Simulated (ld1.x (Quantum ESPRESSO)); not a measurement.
**What the settings do to the TM potential of V (Z = 23)**

Base potential:

- Element: vanadium (V)
- Generator: ld1.x (Quantum ESPRESSO) 7.5
- Type: norm-conserving Troullier–Martins (Kleinman–Bylander form)
- Functional: PBE
- Relativity: scalar-relativistic
- Frozen core: [Ne] 3s2
- Valence charge: 11
- Reference configuration: 3p6 3d3 4s2 4p0
- Partial waves: 4s (bound): rc 2.40 bohr; 3p (bound): rc 1.20 bohr; 3d (bound): rc 1.85 bohr
- Local potential: the d channel
- Core correction: Bessel-smoothed model core inside 0.80 bohr

All-electron outer shells of the reference configuration (PBE, scalar-relativistic, ld1.x):

```csv
shell,level (eV),outermost node (bohr),outermost maximum (bohr)
2p,-503.16,–,0.21
3s,-70.24,0.38,0.82
3p,-44.04,0.35,0.84
3d,-5.16,–,0.90
4s,-4.70,1.17,2.76
4p,-1.44,1.30,3.63
```

Cutoffs, loose and tight: the cutoffs (Ry, on a coarse ladder) from which the occupation-weighted sum of valence levels, in a spherical-Bessel basis at the reference potential, stays within 10 and 1 mRy of its value at 400 Ry. They do not see the model core or the augmentation charge, which bear on the density cutoff. Test errors are all-electron minus pseudo excitation energies from the reference, over the configurations 3p6 3d3 4s1 4p0; 3p6 3d3 4s0 4p0; 3p6 3d2 4s0 4p0; 3p6 3d1 4s0 4p0; 3p6 3d4 4s0 4p0; 3p6 3d3 4s0 4p2; 3p6 3d2 4s2 4p0. A dash means not determined; rows that change the core or the reference have their own tests.

A true bound ghost makes a file unfit for plane-wave use even where its test errors are small: the radial tests pick states by their node count and pass the ghost by.

```csv
change,outcome,"cutoff, loose","cutoff, tight",bound ghosts,largest test error (meV)
base,generated,70 Ry,100 Ry,s,+348
wave 4s (bound): rc 2.40 bohr becomes 4s (bound): rc 1.52 bohr,generated,100 Ry,140 Ry,s,-289
wave 4s (bound): rc 2.40 bohr becomes 4s (bound): rc 1.90 bohr,generated,70 Ry,100 Ry,s,-276
wave 4s (bound): rc 2.40 bohr becomes 4s (bound): rc 2.24 bohr,generated,70 Ry,100 Ry,s,+325
wave 4s (bound): rc 2.40 bohr becomes 4s (bound): rc 2.58 bohr,generated,70 Ry,100 Ry,s,+355
wave 4s (bound): rc 2.40 bohr becomes 4s (bound): rc 2.94 bohr,generated,70 Ry,100 Ry,s,-290
wave 4s (bound): rc 2.40 bohr becomes 4s (bound): rc 3.18 bohr,generated,70 Ry,100 Ry,s,-296
wave 4s (bound): rc 2.40 bohr becomes 4s (bound): rc 3.56 bohr,generated,70 Ry,100 Ry,s,-314
```

Reading the sweep of the s radius (base included, trends over the rows without a ghost): Bound ghosts are found at 1.52, 1.9, 2.24, 2.4, 2.58, 2.94, 3.18, 3.56 bohr. Every judged row has one, so this setting neither creates nor removes them.
